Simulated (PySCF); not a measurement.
Electron correlation in Fe³⁺ (iron, charge +3)

[Ar] 3d5, high-spin 6S determinant. Computed with PySCF 2.14 in ANO-RCC-VTZP (6s5p3d2f1g, 59 functions), with scalar relativity by spin-free X2C-1e. Frozen: [Ar]; 5 electrons correlated.

| level | correlation energy (mhartree) |
| --- | --- |
| CCSD | -70.45 |
| (T) | -0.48 |
| CCSD(T) | -70.93 |

Diagnostics: T1 = 0.0023, D1 = 0.0032, largest double amplitude 0.022.

Task: Is a single reference adequate?

Result: Yes: T1 lies below 0.03 and no double amplitude reaches 0.07.
